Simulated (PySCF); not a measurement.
Vertical excitations of a molecule C4H10Si from PySCF 2.14.0 with TDDFT-PBE/def2-SVPD, as energy in eV (oscillator strength): 5.63 (0.003), 6.04 (0.318), 6.18 (0.066), 6.28 (0.052), 6.47 (0.001), 6.50 (0.004), 7.00 (0.040), 7.17 (0.011), 7.27 (0.003), 7.37 (0.023). Lowest triplet (TDA): 4.13 eV. Geometry optimised at r2SCAN-D4/def2-SVP. Other conformers were not sampled.

Question: Which structure fits?
A. C=CCC[SiH3]
B. C=C(C)[SiH2]C
C. C/C=C/C[SiH3]
D. C1CC[SiH2]C1

Answer: C, C/C=C/C[SiH3]
